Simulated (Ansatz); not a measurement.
Level of theory: frozen-core CCSD(T)/cc-pVDZ // r2SCAN-D4/def2-SVP run with Ansatz (a quantum-chemistry and plane-wave program).

Ansatz 0.2 input:
```yaml
crystal:
  periodic: [false, false, false]
  atoms:
    - { symbol: C, position_ang: [2.198147, -0.279841, 0.500496] }
    - { symbol: O, position_ang: [1.264825, -0.636923, -0.495473] }
    - { symbol: Ge, position_ang: [-0.244685, 0.30568, -0.62469] }
    - { symbol: N, position_ang: [-1.221413, -0.681325, -1.781157] }
    - { symbol: N, position_ang: [-0.087498, 2.057554, -1.069585] }
    - { symbol: O, position_ang: [-0.982537, 0.415196, 0.985681] }
    - { symbol: C, position_ang: [-1.51422, -0.754683, 1.572929] }
    - { symbol: H, position_ang: [3.046539, -0.981614, 0.4524] }
    - { symbol: H, position_ang: [1.765995, -0.32665, 1.518359] }
    - { symbol: H, position_ang: [2.596313, 0.744349, 0.353946] }
    - { symbol: H, position_ang: [-0.714108, -1.453116, -2.20687] }
    - { symbol: H, position_ang: [-1.726468, -0.152747, -2.487002] }
    - { symbol: H, position_ang: [-0.059507, 2.675236, -0.260414] }
    - { symbol: H, position_ang: [0.678593, 2.284023, -1.699403] }
    - { symbol: H, position_ang: [-2.153312, -1.318525, 0.868365] }
    - { symbol: H, position_ang: [-2.127711, -0.460224, 2.439779] }
    - { symbol: H, position_ang: [-0.718956, -1.436387, 1.932638] }
basis:
  gaussian: { orbitals: cc-pVDZ }
correlation:
  method: ccsd_t
```

Output:

```
Functional definition: HF
1543 factors; integrals over basis functions are off by at most 1.4e-3 eV
mean field evaluation 1: about -65726.1875 eV, gradient 5.0e1 eV
mean field evaluation 2: about -65726.3616 eV, gradient 5.0e1 eV
mean field evaluation 4: about -65731.6099 eV, gradient 4.3e0 eV
mean field evaluation 8: about -65731.6684 eV, gradient 6.5e-2 eV
mean field evaluation 16: about -65730.1929 eV, gradient 2.6e1 eV
mean field -65731.66841368 eV, -2415.5942596777 hartree, gradient 8.3e-7 eV, S^2 0.000000; 0 other end points of the search recorded, 0 dependent functions left out
15 core orbitals not correlated
reference -65731.66841368 eV, -2415.5942596777 hartree; 27, 27 occupied and 119, 119 virtual orbitals, 1543 factors
second order -30.42373431 eV of doubles, -0.00000000 eV of singles
cycle   1  -31.13952197 eV  change   -7.2e-1 eV  update   1.2e-1
cycle   2  -31.90667501 eV  change   -7.7e-1 eV  update   3.5e-2
cycle   3  -32.10257141 eV  change   -2.0e-1 eV  update   1.8e-2
cycle   4  -32.09656860 eV  change    6.0e-3 eV  update   3.8e-3
cycle   5  -32.09601528 eV  change    5.5e-4 eV  update   1.6e-3
cycle   6  -32.09663406 eV  change   -6.2e-4 eV  update   4.9e-4
cycle   7  -32.09628853 eV  change    3.5e-4 eV  update   1.8e-4
cycle   8  -32.09619153 eV  change    9.7e-5 eV  update   5.3e-5
cycle   9  -32.09619232 eV  change   -7.8e-7 eV  update   2.1e-5
perturbative correction -0.86710761 eV, -0.0318656168 hartree
Total energy: -65764.63171361 eV, -2416.8056386066 hartree
```

Cost: about 2.6 core-minutes (a rough figure).
